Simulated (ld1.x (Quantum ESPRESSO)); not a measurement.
# Which change was made? (Pd, TM)

ld1.x (Quantum ESPRESSO) 7.5 input, shortened:

```
&input
   title='Pd', zed=46., rel=0, dft='PZ', iswitch=3,
   config='[Kr] 4d10 5s0'
 /
 &inputp
   pseudotype=2, tm=.true., lloc=0,
   nlcc=.true., new_core_ps=.true., rcore=0.65
 /
3
4P  2  1   6.00   0.00  1.15  1.15  0.0
4D  3  2  10.00   0.00  1.75  1.75  0.0
4S  1  0   2.00   0.00  1.05  1.05  0.0
 &test
   configts(1)='4s2 4p6 4d10 5s0'
 /
```

Cutoffs, loose and tight: the cutoffs (Ry, on a coarse ladder) from which the occupation-weighted sum of valence levels, in a spherical-Bessel basis at the reference potential, stays within 10 and 1 mRy of its value at 400 Ry. They do not see the model core or the augmentation charge, which bear on the density cutoff. Test errors are all-electron minus pseudo excitation energies from the reference, over the configurations 4s2 4p6 4d9 5s0; 4s2 4p6 4d8 5s0; 4s2 4p6 4d7 5s0; 4s2 4p6 4d9.5 5s0; 4s2 4p5 4d10 5s0; 4s2 4p6 4d9 5s1; 4s2 4p6 4d8 5s1 (two spin-polarised tests are not counted in the largest error); variants that change the core or the reference have their own tests.

The base gives: outcome: generated; cutoff, loose: 140 Ry; cutoff, tight: 230 Ry; bound ghosts: none; largest test error (meV): +134.

On the changes marked as counting shells twice: ld1.x takes every shell without a wave as core, so the model core holds the marked electrons as well and exchange and correlation see them twice. This cancels in the reference configuration, but the file is broken for other ones, and its errors say nothing about a proper core correction.

Question: After one change the result is: outcome: generated; cutoff, loose: 140 Ry; cutoff, tight: 180 Ry; bound ghosts: none; largest test error (meV): +510. Which change was it?
A. reference 4s2 4p6 4d9 5s1 5p0 (5s counted twice)
B. scalar-relativistic; reference 4s2 4p6 4d10 5s0 5p0
C. wave 4s (bound): rc 1.05 bohr becomes 4s (bound): rc 1.28 bohr

Answer: C. The others give: scalar-relativistic; reference 4s2 4p6 4d10 5s0 5p0 → outcome: generated; cutoff, loose: 140 Ry; cutoff, tight: 230 Ry; bound ghosts: none; largest test error (meV): +168 | reference 4s2 4p6 4d9 5s1 5p0 (5s counted twice) → outcome: generated; cutoff, loose: 140 Ry; cutoff, tight: 230 Ry; bound ghosts: none; largest test error (meV): -891.
